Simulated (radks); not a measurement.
Results of a calculation; reference values are marked as such.
Ionisation of the palladium ion Pd+, [Kr] 4d9, to Pd2+, [Kr] 4d8, under several functionals. Dirac Kohn-Sham, spin-unpolarised, spherical densities, finite nucleus; open shells fill j = l - 1/2 first; a radial shooting solver on a logarithmic mesh with Libxc functionals.

functional                                      E(Pd+) (hartree)  Exc (hartree)  IE (eV)  -e(HOMO) (eV)  <r> HOMO (bohr)  IE error (eV)
PBEsol                                               -5044.05513     -141.40400   20.588         14.409            1.470         +1.158
SOGGA                                                -5043.71742     -141.06587   20.478         14.297            1.470         +1.048
LDA (Slater exchange, Perdew-Wang correlation)       -5041.74554     -139.05491   20.852         14.677            1.473         +1.422
BP86                                                 -5047.50658     -144.90124   20.697         14.525            1.470         +1.267
revPBE                                               -5046.73965     -144.13385   20.502         14.314            1.469         +1.072

NIST Atomic Spectra Database: 19.4 eV (semi-empirical). Closest: SOGGA. The Delta-SCF values span 0.37 eV, the total energies 5.76 hartree. The highest occupied level is 4d5/2. Spin polarisation and multiplet splitting are left out, so open shells lie too high by an amount that depends on their filling.

Beside tabulated values, note that spin-unpolarised runs miss the spin-polarisation part of the exchange energy of open shells.
